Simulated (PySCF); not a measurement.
Name the molecule from its bond curve

A diatomic of charge 0 contains Au. Its singlet curve at PBE0 in a double-zeta basis (scalar-relativistic core potentials, PySCF), in eV from the separated fragments:

```csv
R (Å),E (eV)
1.331,-2.329
1.393,-2.676
1.455,-2.872
1.502,-2.942
1.548,-2.962
1.594,-2.940
1.656,-2.864
1.734,-2.712
1.827,-2.477
1.950,-2.116
```

The fit gives ωe = 2268 cm⁻¹ and the rotational constant Bₑ = 7.041 cm⁻¹.

Which atom is the partner?

The minimum lies at 1.545 Å, so the reduced mass is 16.8576 u Å² cm⁻¹/(Bₑ·Re²) = 1.003 u. With Au at 196.97 u the partner weighs about 1.0 u: H. The molecule is AuH.

Spin–orbit coupling is left out.
